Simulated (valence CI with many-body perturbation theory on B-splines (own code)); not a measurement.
**E1 transitions of Rh XXXIII**

Method: configuration interaction combined with many-body perturbation theory (CI+MBPT): three valence electrons over a frozen Dirac-Fock core [Ne], radial functions for each j: 11 s, 11 p, 10 d, 8 f, 5 g, 2 h, with the one-electron correlation potential Σ1 (screened to all orders), the two-electron term Σ2, the three-electron term Σ3, Breit, model QED; selected single and double excitations, second order for the rest, scaled by the run's own slope (own B-spline code, finite nucleus).

The last digits are not significant, and no measured levels were compared; by estimate large intervals hold to a few tenths of a per cent, small ones and those within an open d or f shell to about a per cent.

Lines 1 to 50 of 577 in falling wavelength, among levels below 940.85 eV, chosen from the strongest by gf and those to the six lowest levels. Wavelengths and rates use the calculated energies. Electric multipoles are in the length gauge, E1 and E2 with the static RPA response of the core. Weak lines are less certain than strong ones. Lines between different terms over intervals too small for the method are left out, as are lines whose strength nearly cancels. Where a level lies close to another of its J and parity, the split of strength between their lines is uncertain. The highest levels of a list are the least certain.

Names give the largest LS component (configuration and term), which can be under half, so a name can repeat, a term be missing and a line seem to break the LS rules; names also repeat where a configuration has a term twice. Letters in brackets count levels of one name in rising energy.

```csv
λ vac (Å),Upper,Lower,A (s⁻¹),log gf,Branch %
350.9,3s2.4p 2P°_1/2,3s2.4s 2S_1/2,4.95e+09,-0.74,0.4
308.6,3s.3p2 4P_1/2,3s2.3p 2P°_3/2,4.91e+07,-2.85,1.2
254.7,3s2.4p 2P°_3/2,3s2.4s 2S_1/2,1.21e+10,-0.33,1.0
201.3,3p2.3d 2G_7/2,3s.3p.3d 2D°_5/2 [b],2.07e+09,-1.00,2.8
194.1,3s.3p2 4P_3/2,3s2.3p 2P°_3/2,3.22e+08,-2.14,75.2
175.8,3p.3d2 2H°_9/2,3s.3d2 2G_9/2,3.07e+09,-0.85,5.0
174.9,3p.3d2 2H°_9/2,3s.3d2 2G_7/2,6.16e+09,-0.55,10.1
174.6,3p.3d2 4G°_5/2,3s.3d2 4F_3/2,6.54e+09,-0.75,12.6
172.4,3s.3p2 4P_5/2,3s2.3p 2P°_3/2,2.47e+09,-1.18,100.0
170.3,3p2.3d 2G_9/2,3s.3p.3d 2F°_7/2 [a],5.08e+09,-0.66,9.2
168.8,3s.3p.4s 4P°_3/2,3s2.4s 2S_1/2,6.36e+09,-0.96,0.1
167.8,3p.3d2 2G°_7/2,3s.3d2 2G_9/2,5.83e+09,-0.71,4.4
167.1,3p.3d2 4G°_7/2,3s.3d2 4F_7/2,4.66e+09,-0.81,8.6
165.8,3p.3d2 4G°_9/2,3p2.3d 2F_7/2 [b],2.48e+09,-0.99,3.5
164.7,3s.3p2 4P_1/2,3s2.3p 2P°_1/2,4.14e+09,-1.47,98.8
163.9,3p.3d2 4G°_7/2,3s.3d2 4F_5/2 [b],5.06e+09,-0.79,9.3
162.5,3p.3d2 2F°_5/2 [a],3s.3d2 2D_3/2,4.85e+09,-0.94,5.4
159.2,3p.3d2 4D°_1/2 [a],3s.3d2 4P_1/2,1.33e+10,-0.99,9.4
158.5,3p.3d2 4G°_9/2,3s.3d2 4F_9/2,4.94e+09,-0.73,7.1
155.6,3p2.3d 4F_3/2,3s.3p.3d 4D°_1/2,6.88e+09,-1.00,11.8
154.9,3p3 2P°_3/2 [a],3s.3p2 2D_3/2,3.70e+09,-1.27,6.6
153.6,3p2.3d 2P_3/2 [a],3s.3p.3d 4P°_3/2,7.12e+09,-1.00,7.0
152.7,3p2.3d 2F_7/2 [a],3s.3p.3d 4D°_7/2,4.81e+09,-0.87,8.6
151.2,3p2.3d 2F_5/2 [b],3s.3p.3d 2F°_7/2 [b],6.12e+09,-0.90,3.1
150.3,3p2.3d 4D_3/2,3s.3p.3d 2D°_5/2 [a],1.00e+10,-0.87,8.0
150.2,3p.3d2 4G°_9/2,3s.3d2 4F_7/2,6.64e+09,-0.65,9.5
147.0,3s.3p2 2D_3/2,3s2.3p 2P°_3/2,2.38e+09,-1.51,7.2
144.0,3p.3d2 2H°_9/2,3p2.3d 2F_7/2 [b],7.13e+09,-0.65,11.7
143.1,3p.3d2 4D°_7/2 [a],3s.3d2 4F_9/2,1.71e+10,-0.38,12.2
142.9,3p3 4S°_3/2,3s.3p2 2D_5/2,9.10e+09,-0.95,8.4
141.9,3p2.3d 4P_5/2,3s.3p.3d 2P°_3/2 [a],5.64e+09,-0.99,4.1
141.8,3p2.3d 2D_5/2 [a],3s.3p.3d 2D°_5/2 [a],5.53e+09,-1.00,3.4
139.0,3p2.3d 4F_5/2,3s.3p.3d 4P°_5/2,1.08e+10,-0.73,16.6
138.2,3p.3d2 4P°_3/2,3s.3d2 4P_5/2,1.04e+10,-0.93,6.7
137.1,3p.3d2 2G°_9/2 [a],3s.3d2 2F_7/2,4.20e+09,-0.93,2.9
136.3,3p2.3d 4F_7/2,3s.3p.3d 4F°_9/2,1.86e+10,-0.38,23.7
136.1,3p2.3d 4F_5/2,3s.3p.3d 4D°_3/2,8.67e+09,-0.84,13.4
135.8,3p2.3d 2G_9/2,3s.3p.3d 4D°_7/2,4.05e+09,-0.95,7.3
135.2,3p2.3d 2F_5/2 [b],3s.3p.3d 2F°_7/2 [a],6.30e+09,-0.98,3.2
134.6,3p2.3d 4F_5/2,3s.3p.3d 4F°_7/2,2.38e+10,-0.41,36.7
134.4,3p2.3d 4P_5/2,3s.3p.3d 4D°_7/2,1.04e+10,-0.77,7.6
134.0,3p3 2P°_3/2 [a],3s.3p2 4P_5/2,2.22e+10,-0.62,39.8
133.8,3p.3d2 2F°_7/2 [a],3p2.3d 2F_5/2 [c],5.03e+09,-0.97,2.7
133.8,3p.3d2 4F°_5/2 [a],3s.3d2 4F_7/2,1.18e+10,-0.72,5.7
133.7,3p2.3d 2F_7/2 [b],3s.3p.3d 2D°_5/2 [b],6.30e+09,-0.87,3.3
133.5,3s.3p.3d 4F°_3/2,3s.3p2 2D_3/2,2.61e+09,-1.55,18.4
133.0,3s.3p2 2P_1/2,3s2.3p 2P°_3/2,6.19e+09,-1.48,4.2
132.9,3p2.3d 4F_9/2,3s.3p.3d 2F°_7/2 [b],7.52e+09,-0.70,8.3
132.1,3s.3p.3d 4P°_5/2,3s.3p2 2D_5/2,6.73e+09,-0.98,8.0
132.0,3p.3d2 2H°_9/2,3s.3d2 4F_7/2,4.37e+09,-0.94,7.2
```
